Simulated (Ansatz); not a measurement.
Reaction: SiPH5 (silylphosphane, SMILES [SiH3]P) → SiPH5+ (parent SMILES [SiH3]P, doublet) + e-
Each species at its own B3LYP-D3(BJ)/def2-TZVP minimum (Ansatz, an electronic-structure program).

Total energies in hartree (Ansatz). Radicals and triplets start from unrestricted determinants; spin-orbit coupling is neglected. Cores are frozen in correlated methods. No relativity. The spin of H5PSi+ (parent SMILES [SiH3]P, doublet) was assumed, and the state is the lowest solution found for it.

| species | HF/cc-pV(T+d)Z | CCSD(T)/cc-pV(T+d)Z | HF/cc-pV(Q+d)Z | CCSD(T)/cc-pV(Q+d)Z | CCSD(T)/cc-pV(D+d)Z | CCSDT(Q)/cc-pV(D+d)Z |
|---|---|---|---|---|---|---|
| 1: SiPH5 (silylphosphane, SMILES [SiH3]P) | -632.60995 | -632.96108 | -632.61694 | -632.98703 | -632.87328 | -632.87484 |
| 2: SiPH5+ (parent SMILES [SiH3]P, doublet) | -632.32432 | -632.63169 | -632.33168 | -632.65531 | -632.55217 | -632.55369 |

Question: Work out the adiabatic ionisation energy (electronic) in eV: take Hartree-Fock from cc-pV(Q+d)Z, extrapolate the CCSD(T) correlation energy as X^-3 (X = 3, 4), and add CCSDT(Q) - CCSD(T) in cc-pV(D+d)Z. 1 hartree = 27.211 eV.

Answer: 
Species 1: correlation (64·(-0.37009) - 27·(-0.35113))/37 = -0.38393; step -0.00156; E1 = -632.61694 + (-0.38393) + (-0.00156) = -633.00243
Species 2: correlation (64·(-0.32363) - 27·(-0.30737))/37 = -0.33550; step -0.00152; E2 = -632.33168 + (-0.33550) + (-0.00152) = -632.66870
-1·E1 +1·E2 = 0.33373 hartree = 9.08 eV.
